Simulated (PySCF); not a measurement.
# MSr for M along group 13

PBE0 with double-zeta basis sets in PySCF, for the lowest determinant that a PBE0 search found; no spin–orbit coupling. De refers to high-spin ground-configuration atoms. A positive dipole means M(−)Sr(+).

```json
{"M": "Ga", "basis": "def2-SVP", "state (unpaired electrons)": "doublet (π ↑)", "Re (Å)": "3.282", "ωe (cm⁻¹)": "114", "De (eV)": "0.63", "μ (D)": "2.88"}
{"M": "Tl", "basis": "def2-SVP", "state (unpaired electrons)": "doublet (π ↑)", "Re (Å)": "3.462", "ωe (cm⁻¹)": "82.1", "De (eV)": "0.54", "μ (D)": "2.34"}
```

Question: The row for M = In is missing. Estimate Re, ωe and De as the mean of the rows for Ga and Tl, and compare with the calculation.

Answer: The means are 3.372 Å, 98.0 cm⁻¹ and 0.58 eV. PBE0 in def2-SVP gives SrIn as a doublet (π ↑) with Re = 3.448 Å, ωe = 94.1 cm⁻¹, De = 0.57 eV, so the estimate is off by -7.6 pm, +4 % and +0.02 eV.

⟨S²⟩ is raised (SrGa 0.98), so spin contamination touches these numbers. These are scalar-relativistic numbers at best; spin–orbit coupling would shift them, the dissociation energy most. States were picked by a PBE0 search and need not be the measured ground states.
